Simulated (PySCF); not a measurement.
Fill in the blanks.

C₆H₅NO.
InChI=1S/C6H5NO/c8-7-6-4-2-1-3-5-6/h1-5H

Conformer (atom-mapped SMILES and torsion angles): `[O:1]=[N:2][c:3]1[cH:4][cH:5][cH:6][cH:7][cH:8]1`: O1–N2–C3–C4 180°.

```json
{"property": "point group of the GFN2-xTB geometry", "level": "GFN2-xTB", "value": "?"}
{"property": "rotational constants A, B, C of the GFN2-xTB geometry", "level": "GFN2-xTB", "value": "?"}
{"property": "dipole moment", "level": "CAM-B3LYP/def2-SVPD", "value": "4.20 D"}
{"property": "HOMO energy", "level": "CAM-B3LYP/def2-SVPD", "value": "-8.11 eV"}
{"property": "LUMO energy", "level": "CAM-B3LYP/def2-SVPD", "value": "-1.91 eV"}
{"property": "lowest singlet excitation", "level": "TDDFT CAM-B3LYP/def2-SVPD", "value": "1.40 eV (885 nm, f = 0.000)"}
{"property": "strongest line among the 8 lowest singlet transitions", "level": "TDDFT CAM-B3LYP/def2-SVPD", "value": "S3 at 4.79 eV (259 nm, f = 0.301)"}
{"property": "lowest triplet excitation (Tamm–Dancoff)", "level": "TDA CAM-B3LYP/def2-SVPD", "value": "0.56 eV"}
{"property": "static isotropic polarisability", "level": "CAM-B3LYP/def2-SVPD", "value": "?"}
{"property": "electronic spatial extent ⟨r²⟩ about the centre of nuclear charge", "level": "CAM-B3LYP/def2-SVPD", "value": "888 bohr²"}
```

Electronic properties: PySCF, gas phase, density fitting.

Question: The point group of the GFN2-xTB geometry?

Answer: Cs.

Question: Give the rotational constants A, B, C of the GFN2-xTB geometry.

Answer: 5.328, 1.651, 1.260 GHz.

Question: Give the static isotropic polarisability.

Answer: 81.8 au.

The 8 singlets span 1.40 to 6.77 eV, and their oscillator strengths add up to 0.71. The rotational constants make it an asymmetric top with κ = (2B − A − C)/(A − C) = -0.81, nearer the prolate limit (−1).

One conformer stands for the species.
